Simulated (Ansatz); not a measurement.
Cost and result for the atomization energy of ClH₅SiSn, SMILES `Cl[SiH2][SnH3]` (8 atoms, 7 bonds).

Cartesian coordinates in Å:
```
Cl 0.126 -0.284 2.693
Si -0.612 -0.764 0.826
Sn 0.534 0.700 -0.939
H -0.349 -2.207 0.597
H -2.080 -0.544 0.853
H 2.219 0.443 -0.905
H -0.050 0.310 -2.497
H 0.213 2.346 -0.629
```

The species carries charge 0 and has multiplicity 1. Correlated methods include outer-core shells of Sn, which these sets cover unevenly. Sn takes the def2 core potential. All single points use the PBE0-D4/def2-TZVP geometry. Program: Ansatz. All runs use 2 threads of an Arm Neoverse V1 on a shared host. Times are those of one run each, without the atoms' runs, and a repeat can differ threefold. Electronic energies, without spin–orbit coupling; frozen cores. CCSD(T)/CBS adds CCSD(T) − MP2 in def2-TZVPP to the MP2 limit, and its time is that of the two runs behind it. T1 = 0.012. With those shells the extrapolation isn't a true limit. HSE06 is the plane-wave form, built on full-range PBE exchange.

CCSD(T)/CBS is a level of theory with its own doubt, some kJ/mol a heavy atom from the limit and from the frozen cores, so smaller differences don't rank the functionals.

```json
{"level": "revPBE-D4/def2-TZVPP", "functions": "204", "wall time": "2.6 s", "atomization (kJ/mol)": "1992.5", "difference from CCSD(T)/CBS": "-84.6", "per bond": "-12.1"}
{"level": "BLYP-D4/def2-TZVPP", "functions": "204", "wall time": "2.8 s", "atomization (kJ/mol)": "2011.8", "difference from CCSD(T)/CBS": "-65.3", "per bond": "-9.3"}
{"level": "CCSD(T)/def2-SVP", "functions": "87", "wall time": "3.6 s", "atomization (kJ/mol)": "1897.2", "difference from CCSD(T)/CBS": "-179.9", "per bond": "-25.7"}
{"level": "PBE0-D4/def2-TZVPP", "functions": "204", "wall time": "3.8 s", "atomization (kJ/mol)": "2028.4", "difference from CCSD(T)/CBS": "-48.7", "per bond": "-7.0"}
{"level": "BHLYP-D4/def2-TZVPP", "functions": "204", "wall time": "4.1 s", "atomization (kJ/mol)": "2029.2", "difference from CCSD(T)/CBS": "-47.9", "per bond": "-6.9"}
{"level": "HSE06-D4/def2-TZVPP", "functions": "204", "wall time": "4.4 s", "atomization (kJ/mol)": "2027.9", "difference from CCSD(T)/CBS": "-49.2", "per bond": "-7.0"}
{"level": "CAM-B3LYP-D4/def2-TZVPP", "functions": "204", "wall time": "4.7 s", "atomization (kJ/mol)": "2055.2", "difference from CCSD(T)/CBS": "-21.9", "per bond": "-3.1"}
{"level": "PBE-QIDH/def2-TZVPP", "functions": "204", "wall time": "7 s", "atomization (kJ/mol)": "2029.1", "difference from CCSD(T)/CBS": "-48.0", "per bond": "-6.9"}
{"level": "ωB97X-V/def2-TZVPP", "functions": "204", "wall time": "11 s", "atomization (kJ/mol)": "2087.5", "difference from CCSD(T)/CBS": "10.4", "per bond": "1.5"}
{"level": "B97M-V/def2-TZVPP", "functions": "204", "wall time": "14 s", "atomization (kJ/mol)": "2104.3", "difference from CCSD(T)/CBS": "27.2", "per bond": "3.9"}
{"level": "MP2/def2-QZVPP", "functions": "372", "wall time": "19 s", "atomization (kJ/mol)": "2018.2", "difference from CCSD(T)/CBS": "-58.9", "per bond": "-8.4"}
{"level": "CCSD(T)/def2-TZVPP", "functions": "204", "wall time": "110 s", "atomization (kJ/mol)": "2018.5", "difference from CCSD(T)/CBS": "-58.6", "per bond": "-8.4"}
{"level": "CCSD(T)/CBS(def2)", "functions": "–", "wall time": "2.1 min", "atomization (kJ/mol)": "2077.1", "difference from CCSD(T)/CBS": "0.0", "per bond": "0.0"}
```

At CCSD(T), def2-SVP lies −179.9 kJ/mol from the extrapolated value and def2-TZVPP −58.6 kJ/mol: correlation converges slowly with the basis, and small sets miss more of it in the bonded molecule than in its fragments. From BLYP to BHLYP (50 % exact exchange), in def2-TZVPP and without D4, the atomization energy moves by +28.7 kJ/mol. The D4 term adds +29.7 kJ/mol with B3LYP and +15.6 kJ/mol with PBE0; it sums over pairs of atoms, weighted by their polarisabilities, and B3LYP, whose exchange is more repulsive, gets the larger term.

B3LYP here is the variant with VWN-RPA as its local correlation; programs differ in this.

Spin–orbit coupling would lower the free Sn atoms strongly, and the atomization energy with them, by more than many differences here. For some Ge, Se and Sn compounds the MP2-based and the directly extrapolated limit differ by 10 to 25 kJ/mol.
